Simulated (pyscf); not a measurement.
**`[SiH3][SiH][SiH3]`, doublet**

Gas-phase minimum from PySCF at ωB97X-D3(BJ)/def2-SVP, one conformer. Other isomers of H₃Si–SiH•–SiH₃ were not searched in full and may lie lower. 

```xyz
10

Si    -2.1944     1.3516     0.2599
Si    -0.4778    -0.0914     0.8555
Si     0.4569    -1.2771    -0.9064
H     -3.1707     0.6004    -0.5826
H     -2.8889     1.8680     1.4750
H     -1.6840     2.5151    -0.5283
H      0.5388     0.5350     1.7547
H     -0.6474    -1.9000    -1.6937
H      1.2412    -0.3838    -1.8133
H      1.3608    -2.3482    -0.3953
```
Charge 0, spin multiplicity 2.

Bonded distances (Å): Si1–Si2 2.320, Si1–H4 1.492, Si1–H5 1.492, Si1–H6 1.495, Si2–Si3 2.320, Si2–H7 1.495, Si3–H8 1.492, Si3–H9 1.495, Si3–H10 1.492. Angles (°): Si2–Si1–H4 108.4, Si2–Si1–H5 110.5, Si2–Si1–H6 111.5, H4–Si1–H5 109.2, H4–Si1–H6 108.5, H5–Si1–H6 108.6, Si1–Si2–Si3 114.9, Si1–Si2–H7 113.4, Si3–Si2–H7 113.4, Si2–Si3–H8 108.4, Si2–Si3–H9 111.5, Si2–Si3–H10 110.5, H8–Si3–H9 108.5, H8–Si3–H10 109.2 (the first ones only).

Properties at ωB97X-D3(BJ)/def2-SVP:

```yaml
harmonic_wavenumbers_unscaled: 75, 78, 91, 318, 402, 444, 482, 511, 562, 588, 726, 883, 912, 947, 951, 953, 956, 2227, 2227, 2233, 2247, 2250, 2254, 2256 cm⁻¹
zero_point_energy: 36.6 kcal/mol
rotational_symmetry_number: 1
Entropy of this conformer at 298 K and 1 atm, rigid rotor and harmonic oscillator, modes under 100 cm⁻¹ raised to 100: 352.3 J/(mol K)
dipole_moment: 0.08 D
Spin expectation value S2: 0.753
```

Single-point totals, which compare only within one level (frozen core for MP2 and CC):

```csv
level,total energy (hartree)
ωB97X-D3(BJ)/def2-TZVP,-872.74594
PBE/def2-TZVP,-872.19069
r²SCAN/def2-TZVP,-872.57272
B3LYP-D3(BJ)/def2-TZVP,-872.74212
PBE0-D3(BJ)/def2-TZVP,-872.29218
M06-2X/def2-TZVP,-872.57246
ωB97M-D3(BJ)/def2-TZVP,-872.77008
UHF/def2-TZVPP,-870.86036
MP2/def2-TZVPP,-871.22279
CCSD/def2-TZVPP,-871.28947
CCSD(T)/def2-TZVPP,-871.30449
```

Soft torsions are taken as harmonic, which can shift the entropy by several J/(mol K). The CCSD(T) − MP2 part came from Ansatz, without density fitting, on the same reference.
